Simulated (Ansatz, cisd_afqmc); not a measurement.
Species: TeCl, charge 0, doublet. TeCl (SMILES Cl[Te], doublet).
B3LYP-D3(BJ)/def2-TZVP minimum from Ansatz (an electronic-structure program):
```xyz
2

Te     0.0000     0.0000    -0.5765
Cl     0.0000     0.0000     1.7634
```
Charge 0, spin multiplicity 2.

Total energies in def2-SVP, 13 correlated electrons, 14 frozen orbitals. Radicals and triplets start from unrestricted determinants; spin-orbit coupling is neglected. Cores are frozen in correlated methods (noble-gas shells, and filled d and f shells in the p block). Past Kr the def2 sets carry scalar-relativistic core potentials. AFQMC/CISD: phaseless, guided by CISD from CCSD amplitudes; bars are statistical, one sigma. Outlying blocks are dropped, and bars are widened where a walk drifts. Over all cases where full CI ran beside it in this data, AFQMC minus full CI had a median of +0.1 mEh and passed +0.4 mEh in a tenth of the cases. Spin-orbit terms, left out, reach several kcal/mol for Br and I, and more for heavier atoms.

| method | program | energy (Eh) | minus CCSDTQ (mEh) |
|---|---|---|---|
| HF | Ansatz | -726.35400 | 238.36 |
| MP2 | Ansatz | -726.56075 | 31.61 |
| CCSD | Ansatz | -726.58560 | 6.76 |
| CCSD(T) | Ansatz | -726.59114 | 1.22 |
| CCSDT(Q) | Ansatz | -726.59239 | -0.02 |
| CCSDTQ | Ansatz | -726.59236 | 0.00 |
| AFQMC/CISD | cisd_afqmc | -726.5919 ± 0.0003 | 0.5 ± 0.3 |

Rough core times of Ansatz's runs on a shared machine: CCSD(T) under 20 s, CCSDT(Q) 40 s, CCSDTQ 30 min.
